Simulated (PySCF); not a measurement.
Input file for PySCF: D3(BJ) and D4 dispersion corrections on C2H7B (SMILES CBC), a point of a torsion scan.

```python
from pyscf import gto
from pyscf.dispersion import dftd3, dftd4

mol = gto.M(
    atom='''
    C     1.37648786    0.18712401    0.11901193
    B     0.12467691   -0.33672933   -0.67362048
    C    -0.96807520   -1.21009514    0.04401150
    H     1.77558837   -0.55325139    0.81013524
    H     1.06457238    1.03162395    0.73568665
    H     2.19126708    0.53907082   -0.50895831
    H    -0.01928480   -0.06638602   -1.80697133
    H    -0.95652928   -2.21710030   -0.37497272
    H    -1.97177910   -0.83043203   -0.14215939
    H    -0.83645688   -1.30502822    1.11913226
    ''',
    basis='def2-svp',
    charge=0, spin=0, verbose=0, max_memory=1800)
d3, d4 = {}, {}
for xc in ['hf', 'pbe', 'blyp', 'revpbe', 'tpss', 'r2scan', 'b3lyp', 'pbe0', 'bhlyp', 'camb3lyp', 'b2plyp']:
    d3[xc] = float(dftd3.DFTD3Dispersion(mol, xc=xc, version='d3bj', atm=False).get_dispersion()['energy'])
    print(f'D3(BJ) {xc:10s} {d3[xc]:14.8f} Eh')
for xc in ['hf', 'pbe', 'blyp', 'revpbe', 'tpss', 'r2scan', 'b3lyp', 'pbe0', 'bhlyp', 'camb3lyp', 'b2plyp']:
    d4[xc] = float(dftd4.DFTD4Dispersion(mol, xc={'camb3lyp': 'cam-b3lyp'}.get(xc, xc), atm=True).get_dispersion()['energy'])
    print(f'D4     {xc:10s} {d4[xc]:14.8f} Eh')
```

The log:

```
D3(BJ) hf            -0.04368050 Eh
D3(BJ) pbe           -0.00512975 Eh
D3(BJ) blyp          -0.01058687 Eh
D3(BJ) revpbe        -0.01346681 Eh
D3(BJ) tpss          -0.00630326 Eh
D3(BJ) r2scan        -0.00139171 Eh
D3(BJ) b3lyp         -0.00858845 Eh
D3(BJ) pbe0          -0.00428527 Eh
D3(BJ) bhlyp         -0.00650060 Eh
D3(BJ) camb3lyp      -0.00365875 Eh
D3(BJ) b2plyp        -0.00382372 Eh
D4     hf            -0.01781766 Eh
D4     pbe           -0.00449327 Eh
D4     blyp          -0.01020585 Eh
D4     revpbe        -0.01619826 Eh
D4     tpss          -0.00608705 Eh
D4     r2scan        -0.00111641 Eh
D4     b3lyp         -0.00717027 Eh
D4     pbe0          -0.00372555 Eh
D4     bhlyp         -0.00488043 Eh
D4     camb3lyp      -0.00368750 Eh
D4     b2plyp        -0.00311974 Eh
```

The run finished.

Cost: very roughly 0.03 core-seconds.
